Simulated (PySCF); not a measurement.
**From computed data to an observable: oscillator strength and radiative lifetime**

C4H4F2, SMILES FC1=C(F)CC1.

Coordinates come from a B3LYP-D3(BJ)/def2-SVP optimisation.

PySCF with TDDFT-PBE/def2-SVPD puts the first singlet state with f over 0.02 at 6.27 eV (vertical), with the transition dipole (0.000, -0.404, 0.000) in atomic units.

Find the oscillator strength, the wavelength and the radiative lifetime that this transition would have in vacuum if emission retraced absorption.


|μ|² = 0.1632 au, so |μ| = 1.03 D. ΔE = 6.27/27.211 = 0.2304 hartree. f = (2/3) ΔE |μ|² = 0.025 (the program prints 0.025).
λ = 1239.84/6.27 = 198 nm; ν = 50571 cm⁻¹.
Einstein's coefficient A = 0.6670 ν² f s⁻¹ (ν in cm⁻¹) = 4.3e7 s⁻¹, so τ = 1/A = 23 ns. This state is S2; the lower singlet has f = 0.000. The figure is the radiative limit of this one transition; relaxation, internal conversion, crossing to triplets and a medium change what is measured.
